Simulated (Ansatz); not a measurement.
Basis sets compared for SeS₄⁺. Total charge 1; doublet. Geometry PBE-D4/def2-SVP. Ansatz on 4 threads of Arm Neoverse V1 on a shared host; times are rough, and most runs start from earlier orbitals.

```xyz
5

S    -0.620    0.715    0.766
S    -0.057   -1.779    0.336
S     1.335    0.791   -0.935
S     1.759   -1.074   -0.245
Se   -2.417    1.347    0.078
```

At PBE0-D4/def2-SVP, PBE0-D4/def2-TZVP the charge 1 doublet is spin-contaminated (final ⟨S²⟩ up to 0.96, 0.75 for a pure state). Another isomer (doublet) lies 1.65 eV lower at PBE0-D4/def2-TZVP; other spin states weren't run for this one.

```json
{"level": "PBE-D4/def2-SVP", "functions": "104", "energy (Eh)": "-3992.2010", "HOMO (eV)": "-10.63", "LUMO (eV)": "-10.15", "wall time": "1.8 s"}
{"level": "PBE0-D4/def2-SVP", "functions": "104", "energy (Eh)": "-3992.3554", "HOMO (eV)": "-11.85", "LUMO (eV)": "-9.58", "wall time": "2.9 s"}
```

(1) Estimate the rows for PBE-D4/def2-TZVP (with forces), PBE0-D4/def2-TZVP.

Answers

(1) 
| level | functions | energy (Eh) | HOMO (eV) | LUMO (eV) | wall time |
| --- | --- | --- | --- | --- | --- |
| PBE-D4/def2-TZVP (with forces) | 196 | -3993.0667 | -10.52 | -10.01 | 4.7 s |
| PBE0-D4/def2-TZVP | 196 | -3993.2205 | -11.71 | -9.38 | 14 s |
